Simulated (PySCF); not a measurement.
**A ladder of Hamiltonians for Bi⁶⁵⁺ (bismuth, charge +65)**

Occupied: 1s1/2, 2s1/2, 2p1/2, 2p3/2, 3s1/2, 3p1/2, 3p3/2. Hartree-Fock calculated with PySCF 2.14 in an uncontracted even-tempered set (19 s from 9.7 bohr⁻², ratio 2.3; 17 p from 12 bohr⁻², ratio 2.3), Gaussian nucleus throughout. NR is non-relativistic, sf-X2C the spin-free one-electron X2C Hamiltonian, X2C adds the bare one-electron spin-orbit term, X2C-SNSO screens it by Boettger's factors, DC is four-component Dirac-Coulomb, and the Gaunt term is added at first order (total energies over the DC spinors, levels after relaxing the spinors in that mean field). QED terms are absent. Levels marked empty are virtual spinors of this ion; the basis has s and p functions only, so 3d, which can lie below the n = 4 levels, is absent.

| Hamiltonian | E (hartree) | E − E(DC) (hartree) | CPU seconds |
| --- | --- | --- | --- |
| NR | -15402.3910 | 1414.6459 | 0.81 |
| sf-X2C | -16767.8275 | 49.2095 | 0.63 |
| X2C | -16809.7657 | 7.2712 | 0.63 |
| X2C-SNSO | -16807.5619 | 9.4750 | 0.63 |
| DC | -16817.0369 | 0.0000 | 35 |
| DC+Gaunt | -16792.4117 | 24.6253 | 59 |

Give the 3p spin-orbit interval with each Hamiltonian that has one.

X2C 634.0; X2C-SNSO 616.5; DC 616.9; DC+Gaunt 611.1 (eV).

| level (eV) | NR | sf-X2C | X2C | X2C-SNSO | DC | DC+Gaunt |
| --- | --- | --- | --- | --- | --- | --- |
| 1s1/2 | -86749.0 | -96281.8 | -96241.1 | -96243.2 | -96376.5 | -96006.2 |
| 2s1/2 | -18880.7 | -21589.9 | -21577.9 | -21578.5 | -21598.7 | -21555.4 |
| 2p1/2 | -18402.2 | -19239.4 | -21003.2 | -20950.3 | -20964.6 | -20894.7 |
| 2p3/2 | -18402.2 | -19239.4 | -18572.1 | -18587.3 | -18602.0 | -18556.8 |
| 3s1/2 | -7642.5 | -8466.9 | -8463.4 | -8463.5 | -8468.5 | -8458.0 |
| 3p1/2 | -7435.8 | -7762.1 | -8219.1 | -8205.6 | -8209.4 | -8192.1 |
| 3p3/2 | -7435.8 | -7762.1 | -7585.1 | -7589.1 | -7592.5 | -7581.0 |
| 4s1/2 (empty) | -4004.4 | -4334.9 | -4334.1 | -4334.1 | -4335.9 | -4331.8 |
| 4p1/2 (empty) | -3922.8 | -4068.4 | -4239.5 | -4234.5 | -4235.9 | -4229.3 |
| 4p3/2 (empty) | -3922.8 | -4068.4 | -4001.6 | -4003.1 | -4004.3 | -3999.9 |

Weight of the small component: 1s1/2 0.101, 2s1/2 0.0237, 2p1/2 0.0236, 2p3/2 0.0208, 3s1/2 0.00902, 3p1/2 0.00890, 3p3/2 0.00817, 4s1/2 0.00445, 4p1/2 0.00441, 4p3/2 0.00412.

Koopmans' value for the highest occupied level at DC+Gaunt: 7581.0 eV, against an ionisation energy of 7580 ± 30 eV (theoretical estimate listed by NIST; NIST Atomic Spectra Database, ionization energies); the former lacks relaxation, correlation, QED and recoil.

The whole ladder took 100 s of wall time on 1 thread of Neoverse-N1 (shared host), launched as `OMP_NUM_THREADS=1 python relrun2.py TASK.json OUT` (a driver that calls PySCF for each Hamiltonian).
